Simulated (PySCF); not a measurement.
In(H)(Cl)(OMe) (CH4ClInO), SMILES C[O][InH][Cl].

The structure is a stationary point at PBE0-D3(BJ)/def2-SVP. The structure was generated by enumeration; whether it is a known compound was not checked. The def2 effective core potentials stand for the cores of In; spin–orbit coupling is left out. The values are those of a single conformer.

The numbers are results of C-PCM-M06-2X/def2-SVP run with PySCF, not measurements.

The values are the electrostatic part of the solvation free energy, E(continuum) − E(gas) at the gas-phase geometry, in a cavity of scaled van der Waals radii (PySCF's table); cavitation and dispersion terms are not included. A continuum can't describe solvent molecules that bind to the metal. In vacuum the orbital gap is 8.09 eV. The dipole moment in vacuum is 3.33 D.

```json
[
 {"solvent": "water", "ε": "78.36", "ΔG(elec) (kcal/mol)": "-9.2", "dipole (D)": "4.39", "gap (eV)": "8.62"},
 {"solvent": "acetonitrile", "ε": "35.69", "ΔG(elec) (kcal/mol)": "-9.0", "dipole (D)": "4.37", "gap (eV)": "8.61"},
 {"solvent": "1-octanol", "ε": "9.86", "ΔG(elec) (kcal/mol)": "-8.2", "dipole (D)": "4.27", "gap (eV)": "8.56"}
]
```
